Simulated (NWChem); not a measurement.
Molecule: C3H9BeN; SMILES [CH3][Be][N](C)C

```xyz
14

Be    -0.0107    -0.9874    -0.0021
C     -0.0067    -2.6707    -0.0006
H     -0.5982    -3.1029     0.8362
H      1.0243    -3.0752     0.1127
H     -0.4093    -3.1089    -0.9398
N     -0.0017     0.5310    -0.0006
C      1.2134     1.3231     0.0001
C     -1.2049     1.3406     0.0001
H      1.2822     1.9880    -0.8959
H      1.2824     1.9860     0.8975
H      2.1143     0.6745    -0.0008
H     -1.2642     2.0047     0.8974
H     -1.2641     2.0064    -0.8960
H     -2.1152     0.7052    -0.0006
```
Atoms are numbered in this order, from 1.

Geometry: optimised at PBE-D3(BJ)/def2-SVP. Not confirmed as a minimum by frequencies.

 Unshifted, non-relativistic core excitations; the lowest 4 roots alone, so stronger bands may lie above.

Problem. List the first N K-edge excitations from PBE/6-311G** (spherical d), restricted-window TDA (NWChem).

Solution. 
```
state  energy (eV)  dipole oscillator strength           leading excitation (squared amplitude)
-----  -----------  --------------------------  -----------------------------------------------
S1           379.4                      0.0000    1s of atom 6 or its equivalents → LUMO (1.00)
S2           379.8                      0.0015  1s of atom 6 or its equivalents → LUMO+1 (1.00)
S3           380.2                      0.0088  1s of atom 6 or its equivalents → LUMO+2 (1.00)
S4           380.7                      0.0000  1s of atom 6 or its equivalents → LUMO+3 (1.00)
```
